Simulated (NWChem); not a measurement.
A series in which one site is exchanged, each optimised at PBE0/def2-SVP with NWChem, gas phase unless a solvent is named. For some, no frequency run checked for a minimum. def2 effective core potentials on Y, Bi; no spin-orbit coupling.

A: [Y]([Cl])([F])[Cl] (YCl2F; site = Y)
B: [F][Al]([Cl])[Cl] (AlCl$_{2}$F; site = Al)
C: [F][Bi]([Cl])[Cl] (BiCl$_{2}$F; site = Bi)
D: [Cl][Ga]([Cl])[F] (GaCl2F; site = Ga)

### Question
Rank them by lowest singlet excitation, PBE/def2-SVPD, TDA (eV), lowest first.

### Answer
A (4.18), C (4.88), D (5.29), B (5.98)
